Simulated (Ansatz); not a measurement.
The first iterations of a band of C₂H₆BNOS (12 atoms, charge 0, multiplicity 1).

Method: Ansatz 0.2.0, RKS PBE-D4/STO-3G.

* movable images: 7
* climbing image: yes
* spring: 5.0 eV/Å²
* optimiser: quadratic models (default)
* start path: IDPP
* force threshold: 0.03 eV/Å
* iteration limit: 60
* end points: relaxed

Image 0:

```xyz
12
Properties=species:S:1:pos:R:3
O -0.759 2.989 -0.029
B -0.540 1.822 0.661
C 0.019 0.623 -0.173
N 0.291 -0.530 0.456
C 0.799 -1.622 -0.509
S -0.450 -2.957 -0.625
H -1.121 3.688 0.634
H -0.754 1.723 1.820
H 0.195 0.738 -1.275
H 0.985 -1.241 -1.540
H 1.758 -2.002 -0.087
H -0.345 -3.287 0.702
```

Image 8:

```xyz
12
Properties=species:S:1:pos:R:3
O -0.892 3.067 0.398
B -0.592 1.826 0.899
C -0.030 0.676 -0.006
N 0.273 -0.508 0.545
C 0.774 -1.534 -0.493
S -0.468 -2.871 -0.665
H -0.685 3.064 -0.613
H -0.779 1.679 2.054
H 0.121 0.853 -1.106
H 0.937 -1.090 -1.502
H 1.744 -1.930 -0.111
H -0.326 -3.288 0.634
```

| iteration | highest image above the first end (eV) | largest band force component (eV/Å) |
| --- | --- | --- |
| 1 | 1.482 | 2.086 |
| 2 | 1.252 | 1.624 |
| 3 | 1.187 | 0.523 |
| 4 | 1.173 | 0.447 |

Does the band converge within its limit, and where does its top end?

The forces met the threshold. It ended after 12 iterations with the highest image 1.144 eV above the first end. A vibrational analysis at the climbing image gives one clearly imaginary mode, 1113i cm⁻¹: a first-order saddle point. Limits of this set-up: minimal basis.

Run time: 110 s on 1 thread of Intel(R) Xeon(R) 6975P-C (Granite Rapids), on a shared host, peak memory 0.12 GiB.
